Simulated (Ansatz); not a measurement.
`[CH3][GaH][SnH3]` + `C=CC(=N)F` → `[CH3][GaH][C](=N)F` + `C=[CH][SnH3]`  (formal exchange of groups at a Ga–Sn bond)

Computed with Ansatz on PBE0-D4/def2-TZVP structures; ΔE is electronic, products minus reactants. CBS: MP2 limit from def2 TZ/QZ plus the TZ coupled-cluster correction, frozen cores. Functionals use def2-TZVPP. B3LYP here is the variant with VWN-RPA as its local correlation; programs differ in this. Elements past krypton have def2 core potentials. For Ga, Sn outer-core shells are correlated without core-valence functions, which leaves a few kJ/mol of doubt a bond. Scalar relativity is left out up to krypton. Each species was taken in one conformer, which may not be the lowest.

```csv
level,ΔE (kJ/mol),difference from CCSD(T)/CBS
BLYP-D4,80.8,4.2
B97M-V,88.3,11.7
PBE0-D4,91.7,15.1
ωB97M-V,77.5,0.9
PBE-QIDH,85.6,9.0
PBE0,92.4,15.8
B3LYP,86.8,10.2
BHLYP,89.5,12.9
HF/def2-SVP,95.3,18.7
MP2/def2-SVP,85.7,9.1
CCSD/def2-SVP,89.4,12.8
CCSD(T)/def2-SVP,88.7,12.1
SCS-MP2/def2-TZVPP,70.8,-5.8
HF/def2-QZVPP,85.0,8.4
MP2/CBS(def2),76.8,0.2
CCSD/CBS(def2),78.5,1.9
CCSD(T)/CBS,76.6,0
```

Largest T1 diagnostic among the species: 0.014.

From BLYP to BHLYP (50 % exact exchange), in def2-TZVPP and without D4, ΔE moves by +6.5 kJ/mol. In def2-TZVPP, CCSD(T) changes the Hartree–Fock value by −13.0 kJ/mol (the triples alone add −1.9 kJ/mol) and MP2 by −12.8 kJ/mol.

CCSD(T)/CBS has its own doubt, a few kJ/mol and more with outer-core shells, so smaller differences from it don't rank the levels.
